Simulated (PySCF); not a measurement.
HgI, SMILES [I][Hg+], charge +1. The structure is a stationary point at PBE-D3(BJ)/def2-TZVP. The multiplicity is an assumed one; other spin states were not compared. The def2 effective core potentials stand for the cores of Hg, I; spin–orbit coupling is left out.

Level of theory: PBE-D3(BJ)/def2-TZVP (PySCF).

Harmonic wavenumbers (cm⁻¹): 181. Rotational constants (GHz): 0.9746 (linear); symmetry number 1.

### Question
Work out the zero-point energy and the ideal-gas rigid-rotor harmonic-oscillator thermochemistry at 298.15 K and 1 atm.

### Answer
ZPE = ½ Σ hcν = ½ × 181 cm⁻¹ = 0.26 kcal/mol. H − E(el) = 2.70 kcal/mol. Entropy in cal/(mol K): translation 43.25, rotation 19.40, vibration 2.31, total 64.96. G − E(el) = -16.67 kcal/mol. Cp = 8.82 cal/(mol K).
